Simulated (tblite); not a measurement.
A tight-binding relaxation on `C=C([Si@@H](N=C)Br)CC`.

Computed with GFN2-xTB geometry optimisation, gas phase (tblite 0.8.0). Start geometry: from a force field or distance geometry. The input is one job of a driver script: a line of settings, then coordinates in Å.

Command:
```bash
OMP_NUM_THREADS=1 python probes_run.py task.json out
```

Input:
```
{"job": {"kind": "relax", "xc": "GFN2-xTB", "basis": "xTB"}, "charge": 0, "multiplicity": 1}
C      3.486700    -0.083600    -0.536200
N      2.344300     0.538000    -0.609700
Si     1.113400    -0.032100     0.482400
Br     1.563300     0.703100     2.507100
C     -0.554600     0.656800    -0.027700
C     -0.679800     1.792300    -0.754500
C     -1.774500    -0.094400     0.437800
C     -2.138200    -1.258800    -0.464400
H      3.716400    -0.927100     0.143100
H      4.295100     0.238300    -1.194000
H      1.097100    -1.512300     0.463900
H     -1.651100     2.186100    -1.027500
H      0.186700     2.359100    -1.081300
H     -2.630700     0.583500     0.486400
H     -1.639800    -0.450600     1.470100
H     -1.359300    -2.021900    -0.480500
H     -2.322300    -0.920400    -1.491100
H     -3.061300    -1.749700    -0.109000
```

Output:
```
step      E/eV     max force
  0    -667.36317    3.459
  1    -667.45088    3.171
  2    -667.52253    0.600
  3    -667.53747    0.352
  4    -667.55038    0.360
  5    -667.55719    0.328
  6    -667.56969    0.268
  7    -667.57855    0.258
  8    -667.58678    0.277
  9    -667.59652    0.245
... (183 lines left out)
193    -667.75892    0.028
194    -667.75906    0.029
195    -667.75916    0.028
196    -667.75924    0.018
197    -667.75929    0.016
198    -667.75935    0.015
199    -667.75940    0.014
200    -667.75943    0.013
201    -667.75945    0.011
202    -667.75947    0.009
```

«max force» is the largest atomic force in eV/Å.

From which step on does the largest force stay under 0.1 eV/Å, and how much energy is left to gain from there?

From step 180 (0.075 eV/Å), 5.5 meV above the end.

Summary of the converged run: energy lowered by 9.1 kcal/mol over 202 steps; largest atomic force 0.009 eV/Å at the end.

Give the final coordinates.

0.916 Å rms from the input after alignment:
```
atom  x, y, z in Å
C1     3.4467    0.5487   -0.4104
N2     2.3838    0.5294    0.2394
Si3    1.0256   -0.5147    0.3188
Br4    0.8660   -0.8747    2.5087
C5    -0.4552    0.4885   -0.2647
C6    -0.3249    1.3880   -1.2304
C7    -1.7834    0.2113    0.3753
C8    -2.2590   -1.2128    0.0952
H9     3.7487   -0.2135   -1.1337
H10    4.1417    1.3707   -0.2631
H11    1.1087   -1.8485   -0.2740
H12   -1.1626    1.9687   -1.5863
H13    0.6235    1.5955   -1.6990
H14   -2.5236    0.9224    0.0003
H15   -1.7013    0.3494    1.4570
H16   -1.5917   -1.9418    0.5496
H17   -2.2987   -1.3975   -0.9769
H18   -3.2530   -1.3628    0.5092
```

Time: 1.7 s of wall time. Hardware: one thread of an Arm Neoverse V2, shared host with 192 logical CPUs at a one-minute load of 107.
Labels such as C1 count atoms from 1, the log's own numbers from 0.
